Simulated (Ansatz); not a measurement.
Cd₉H₂₄Se₉, a nanocrystal cut from wurtzite CdSe (hydrogen-capped), relaxed as a singlet with RKS r2SCAN-D4/def2-SVP in Ansatz, starting from the GFN1-xTB geometry. Force threshold 0.03 eV/Å.

In the def2 sets Cd takes a core potential; there is no spin–orbit coupling. Single mean-field runs in def2-SVP are fitted with def2-universal-jkfit.

Start:

```tsv
atom	x (Å)	y (Å)	z (Å)
Cd1	-4.887	-2.399	2.055
Se2	-2.511	-4.168	1.067
Se3	-2.826	-0.476	1.187
Cd4	-0.842	-0.052	2.943
Cd5	0.226	-3.675	-0.084
Se6	1.020	-1.851	1.698
Se7	0.396	2.193	2.156
Cd8	2.155	3.433	4.174
Cd9	3.423	-1.026	0.876
Se10	3.839	1.095	2.971
Cd11	-2.690	-0.064	-1.461
Se12	-0.493	-1.860	-1.909
Se13	-1.262	2.184	-1.802
Cd14	0.898	2.906	-0.382
Cd15	1.777	-1.037	-3.051
Se16	2.444	0.573	-1.027
Cd17	-1.477	3.412	-4.480
Se18	0.562	1.073	-4.828
H19	-4.607	-2.581	3.684
H20	-5.849	-2.590	0.714
H21	-2.215	-5.151	2.070
H22	-3.015	-5.164	0.166
H23	-3.522	0.756	1.476
H24	-0.973	-0.470	4.531
H25	0.841	-5.175	-0.339
H26	1.422	-2.724	2.774
H27	-0.763	3.041	2.302
H28	1.739	2.670	5.591
H29	2.906	4.667	3.351
H30	4.830	-1.871	0.859
H31	4.384	0.316	4.046
H32	5.133	1.593	2.605
H33	-3.914	-0.484	-2.480
H34	-0.978	-2.738	-2.945
H35	-2.180	3.035	-1.083
H36	1.793	4.237	-0.761
H37	2.775	-1.882	-4.042
H38	3.677	1.112	-1.545
H39	-2.782	2.645	-5.166
H40	-0.360	4.644	-4.447
H41	0.181	0.285	-5.964
H42	1.728	1.571	-5.499
```

```json
{"step": "1", "energy (eV)": "-629560.3854", "largest force component (eV/Å)": "0.995", "SCF passes": "17"}
{"step": "2", "energy (eV)": "-629561.1372", "largest force component (eV/Å)": "0.286", "SCF passes": "24"}
{"step": "3", "energy (eV)": "-629561.2284", "largest force component (eV/Å)": "0.081", "SCF passes": "20"}
{"step": "4", "energy (eV)": "-629561.2418", "largest force component (eV/Å)": "0.027", "SCF passes": "19"}
```

Force components are those of the run's own axes.

End:

```tsv
atom	x (Å)	y (Å)	z (Å)
Cd1	-5.151	-2.436	2.165
Se2	-2.396	-4.073	1.018
Se3	-2.888	-0.409	1.212
Cd4	-0.910	-0.008	3.045
Cd5	0.331	-3.756	-0.129
Se6	1.010	-1.830	1.679
Se7	0.335	2.259	2.182
Cd8	2.185	3.639	4.375
Cd9	3.504	-1.130	0.825
Se10	3.755	1.022	2.864
Cd11	-2.810	-0.018	-1.485
Se12	-0.488	-1.839	-1.888
Se13	-1.325	2.250	-1.777
Cd14	0.878	3.033	-0.375
Cd15	1.867	-1.140	-3.074
Se16	2.416	0.564	-1.016
Cd17	-1.598	3.616	-4.640
Se18	0.581	1.000	-4.692
H19	-4.610	-2.502	3.759
H20	-5.905	-2.514	0.661
H21	-1.986	-5.091	2.000
H22	-2.805	-5.105	0.051
H23	-3.627	0.826	1.520
H24	-0.931	-0.565	4.645
H25	0.996	-5.283	-0.404
H26	1.418	-2.721	2.776
H27	-0.829	3.143	2.360
H28	1.643	2.668	5.640
H29	2.858	4.750	3.303
H30	4.936	-2.021	0.781
H31	4.328	0.137	3.892
H32	5.093	1.444	2.417
H33	-3.965	-0.580	-2.590
H34	-0.983	-2.737	-2.944
H35	-2.269	3.135	-1.075
H36	1.924	4.290	-0.816
H37	2.904	-2.033	-4.061
H38	3.673	1.116	-1.545
H39	-2.883	2.645	-5.131
H40	-0.359	4.727	-4.379
H41	0.250	0.106	-5.815
H42	1.836	1.421	-5.337
```

By distances, no bond broke or formed. The bond that changes most is Cd17–Se18, from 3.12 to 3.40 Å (atoms count from 1).

No frequencies were taken in this run, so the end may be a saddle point.

It took 19 s on 11 threads of AMD EPYC 7R13 on a shared host and a whole NVIDIA H100 80GB HBM3.
